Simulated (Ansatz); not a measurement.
Two members of one family (Series (H2GaX)3), computed with Ansatz in the gas phase. The two geometries come from different levels. Binding counts from free atoms in the multiplicity of their measured ground term, without zero-point energy. A dash marks a value that wasn't run or was left out as unsound. The structures are stationary points that may keep the symmetry of their start. Remarks come from the PBE and PBE0 runs and from stability tests at other levels; not every state was tested. HOMO above LUMO (over both spins in singlets and doublets, within one spin in higher multiplets; at PBE or PBE0), or a gap under 0.15 eV within one spin, warns that the state may not be the lowest or that an electron is smeared out.

First: (H2Ga-mu-H)3 (singlet, charge 0, PBE-D4/def2-SVP geometry).

| atom | x (Å) | y (Å) | z (Å) |
| --- | --- | --- | --- |
| Ga1 | 1.744 | -0.407 | -0.096 |
| H2 | 2.440 | -1.461 | -1.025 |
| H3 | 2.330 | 0.616 | 0.938 |
| H4 | 0.742 | 0.452 | -1.207 |
| Ga5 | -0.619 | 1.449 | -0.841 |
| H6 | -1.605 | 1.135 | -2.018 |
| H7 | -0.079 | 2.806 | -0.270 |
| H8 | -1.207 | 0.648 | 0.570 |
| Ga9 | -1.128 | -1.037 | 0.933 |
| H10 | -1.357 | -1.051 | 2.485 |
| H11 | -1.820 | -1.830 | -0.227 |
| H12 | 0.561 | -1.320 | 0.758 |

```tsv
level	HOMO (eV)	LUMO (eV)	gap (eV)	vertical triplet (eV)	binding per atom (eV)
PBE-D4/def2-SVP	-7.50	-1.75	5.75	–	2.26
PBE-D4/def2-TZVP	-7.54	-1.82	5.72	5.67	2.25
r2SCAN-D4/def2-TZVP	-7.87	-1.55	6.32	6.02	2.34
PBE0-D4/def2-SVP	-8.76	-0.92	7.84	–	2.27
PBE0-D4/def2-TZVP	-8.78	-1.00	7.78	6.39	2.27
```

Remarks: gap within one spin near zero at PBE or PBE0 (triplet).

Second: (H2Ga-mu-NH2)3 (singlet, charge 0, B3LYP-D4/def2-SVP geometry).

Cartesian coordinates in Å:
```
Ga 1.6670 -0.7128 -1.0508
H 1.8097 -2.2677 -1.2507
H 2.6962 0.3517 -1.5880
N -0.1564 -0.1226 -1.6972
Ga -0.9245 1.5081 -0.7867
H 0.2747 2.4686 -0.4325
H -2.2189 1.9582 -1.5685
N -1.4984 0.6682 0.9632
Ga -0.4469 -0.9281 1.6296
H -0.4137 -0.8843 3.2059
H -0.9556 -2.1623 0.7912
N 1.3779 -0.4201 0.9301
H -0.0883 0.0796 -2.6980
H -0.8143 -0.9046 -1.6314
H -2.4804 0.3899 0.8934
H -1.4903 1.3980 1.6814
H 1.5883 0.5522 1.1715
H 2.0738 -0.9720 1.4373
```

What does the change do? Estimate second minus first.


```
              level  Δ HOMO (eV)  Δ LUMO (eV)  Δ gap (eV)  Δ vertical triplet (eV)  Δ binding per atom (eV)
    PBE-D4/def2-SVP         1.06         1.20        0.14                        –                     0.81
   PBE-D4/def2-TZVP         1.02         1.00       -0.02                     0.06                     0.80
r2SCAN-D4/def2-TZVP         1.04         1.20        0.16                     0.13                     0.70
   PBE0-D4/def2-SVP         1.05         1.17        0.12                        –                     0.76
  PBE0-D4/def2-TZVP         1.02         0.97       -0.05                     0.10                     0.75
```

Remarks: gap within one spin near zero at PBE or PBE0 (triplet).
